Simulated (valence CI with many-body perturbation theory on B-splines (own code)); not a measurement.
**Questions on Rh XXXIII**

Computed by valence CI with perturbative core correlation (CI+MBPT): three valence electrons over a frozen Dirac-Fock core [Ne], a basis of 11 s, 11 p, 10 d, 8 f, 5 g, 2 h functions for each j, with the one-electron correlation potential Σ1 (screened to all orders), the two-electron term Σ2, the three-electron term Σ3, Breit, model QED; selected single and double excitations, second order for the rest, scaled by the run's own slope (own B-spline code, finite nucleus).

The last digits are not significant, and no measured levels were compared; by estimate large intervals hold to a few tenths of a per cent, small ones and those within an open d or f shell to about a per cent.

Levels are named by their leading jj configuration (3d3/2^4 stands for four electrons in 3d with j = 3/2), which in mixed levels can hold well under half, so a name can repeat and another be missing.

Rates and lifetimes use the calculated energies. Strong lines usually hold to 10 to 20 %, long lifetimes can be off by a factor of two.

What is the ground level?

(3s^2 3p1/2) J=1/2, composition 98 % 3s2 3p 2P°, g = 0.660.

Among levels below 940.85 eV, which E1 lines absorb most strongly from the ground level?

to (3s^2 3d3/2) J=3/2 at 7.945 nm, f = 0.340; to (3s 3p1/2 3p3/2) J=1/2 at 9.661 nm, f = 0.198; to (3s 3p1/2 3p3/2) J=3/2 at 10.38 nm, f = 0.0995.

Name the longest-lived excited levels whose lifetime is computed, and their main decay.

(3s 3p3/2 3d5/2) J=9/2 at 252.72 eV lives 7.48 μs, mostly by M1 to (3s 3p1/2 3d5/2) J=7/2; (3s^2 3p3/2) J=3/2 at 35.08 eV lives 4.91 μs, mostly by M1 to (3s^2 3p1/2) J=1/2; (3s 3p1/2 3p3/2) J=3/2 at 98.97 eV lives 2.33 ns, mostly by E1 to (3s^2 3p3/2) J=3/2.

What is the ionisation energy?

1921.7 eV; NIST lists 1903 ± 9 eV (semi-empirical).

How well does LS coupling describe the low levels?

Among the lowest 20 levels the leading LS term, summed over configurations, holds 71 % on average. For single configurations the figures are 67 % in LS and 82 % in jj coupling. Terms mix most in the J = 3/2 level at 199.48 eV, where the leading one holds 40 %.

Where does the other parity begin?

At (3s 3p1/2^2) J=1/2, 75.26 eV.
